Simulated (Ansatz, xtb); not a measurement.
# Two structures of CH4SeSn

Structure a is a singlet given by its coordinates and structure b is a singlet given by its coordinates. Both are isolated molecules in the gas phase, relaxed with PBE0-D3(BJ)/def2-SVP.

a (Å):

```xyz
7

C     0.6329    0.3050   -1.6490
Se   -1.5155   -0.0064    1.1175
Sn   -1.0720    1.5019   -0.9194
H     1.4193    0.2658   -0.8779
H     1.0571    0.7345   -2.5690
H     0.3044   -0.7266   -1.8548
H    -0.4261   -0.9581    0.8406
```

Close contacts (Å): C1–Sn3 2.21, Se2–Sn3 2.57, C1–H4 1.10, C1–H5 1.10, C1–H6 1.10, Se2–H7 1.47.

b (Å):

```yaml
atoms:
  - { symbol: C, position_ang: [0.7372, -0.1909, 1.3468] }
  - { symbol: Se, position_ang: [0.3718, -1.0699, -0.3648] }
  - { symbol: Sn, position_ang: [-1.1523, -2.9519, 0.3738] }
  - { symbol: H, position_ang: [1.8200, -0.2078, 1.5273] }
  - { symbol: H, position_ang: [0.2208, -0.7002, 2.1712] }
  - { symbol: H, position_ang: [0.3946, 0.8505, 1.2882] }
  - { symbol: H, position_ang: [-1.2416, -3.4573, -1.3313] }
```

Close contacts (Å): C1–Se2 1.96, Se2–Sn3 2.53, C1–H4 1.10, C1–H5 1.10, C1–H6 1.10, Sn3–H7 1.78.

Energies in hartree; the thermal terms are from PBE0-D3(BJ)/def2-SVP harmonic frequencies (ideal gas, rigid rotor, one conformer each, 200 K, 1 atm) and include the zero-point energy:

|  | a | b |
| --- | --- | --- |
| E, CCSD(T)/def2-TZVP | −2654.233629 | −2654.221374 |
| zero-point energy | 0.043168 | 0.043618 |
| H(200 K) − E | 0.047108 | 0.047484 |
| G(200 K) − E | 0.023540 | 0.024000 |

Work out ΔE, ΔE₀, ΔH and ΔG for a → b in kJ/mol (1 Eh = 2625.50 kJ/mol) and the equilibrium ratio [b]/[a].

1. ΔE = −2654.221374 − (−2654.233629) = +0.012255 Eh = +32.18 kJ/mol.
2. ΔE₀ = ΔE + ΔZPE = +0.012255 + (+0.000450) Eh = +33.36 kJ/mol.
3. ΔH = ΔE + (+0.000376) Eh = +33.16 kJ/mol.
4. ΔG = ΔE + (+0.000460) Eh = +33.38 kJ/mol, so ΔS = (ΔH − ΔG)/T = −1.1 J/(mol K).
5. kT = 0.6334 mEh, so K = [b]/[a] = exp(−ΔG/kT) = exp(−20.08) ≈ 1.9 × 10^−9.

Structure a is favoured at this temperature. An error of 4 kJ/mol in ΔG would change K by a factor of 11. GFN2-xTB gave ΔE the other sign. Mirror images and further conformers aren't counted.

Other levels gave ΔE = −9.1 (GFN2-xTB); +35.6 (HF/STO-3G, GFN2-xTB geometries); +24.1 (r2SCAN-D4/def2-SVP, GFN2-xTB geometries); +27.7 (PBE0-D3(BJ)/def2-SVP); +30.4 (HF/def2-TZVP); +34.7 (MP2/def2-TZVP) kJ/mol. The correlated steps freeze 14 core orbitals; the filled d shell of Se and Sn is correlated, in a basis made for valence electrons. Atoms past krypton carry core potentials in the def2 sets, without spin–orbit terms. Programs: Ansatz 0.2.0, xtb 6.7.1.
